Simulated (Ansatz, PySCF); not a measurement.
Species: C₄H₇O (charge 0, doublet). It need not be the lowest isomer of its formula. 
Coordinates optimised at B3LYP-D3(BJ)/def2-TZVP (Ansatz, an electronic-structure program):
```
C
H 1 1.0971
H 1 1.0979 2 104.76
C 1 1.5034 2 107.30 3 113.51
O 4 1.2037 1 125.02 2 125.00
H 4 1.1114 5 120.33 1 -179.98
C 1 1.5248 2 111.28 3 -120.25
H 7 1.0939 1 109.51 2 -63.95
H 7 1.1007 8 104.27 1 115.65
C 7 1.4836 8 110.55 9 118.93
H 10 1.0809 7 120.70 8 -36.78
H 10 1.0822 11 117.73 7 171.44
```
Charge 0, spin multiplicity 2.

Property: atomisation energy (electronic, to ground-state atoms), in kJ/mol. Correlated levels leave the core frozen unless marked. UHF or UKS for open shells. Spin-orbit coupling is left out. No relativistic terms. The coupled-cluster limit lacks core correlation, which all-electron functionals hold. Basis-set limits of correlation are two-point, X^-3; Hartree-Fock from the larger set. [CCSD(T)-MP2]/basis is that difference in the basis named.

```csv
level,program,atomisation energy (kJ/mol)
HF/cc-pVDZ,Ansatz,3519.8
revPBE-D3(BJ)/def2-TZVPD,Ansatz + dftd3,4846.3
TPSSh-D4/def2-TZVPD,PySCF + dftd4,4864.5
M06-2X/def2-TZVPD,PySCF,4836.1
wB97X-V/def2-TZVPD,Ansatz,4843.8
SCS-MP2/6-31G*,Ansatz,4464.4
SCS-MP2/cc-pVTZ,Ansatz,4767.2
CCSD/cc-pVTZ,Ansatz,4651.1
CCSD(T)/cc-pVDZ,Ansatz,4496.8
"RI-MP2/CBS(cc-pVTZ,cc-pVQZ)+[CCSD(T)-MP2]/cc-pVTZ",Ansatz,4836.0
```
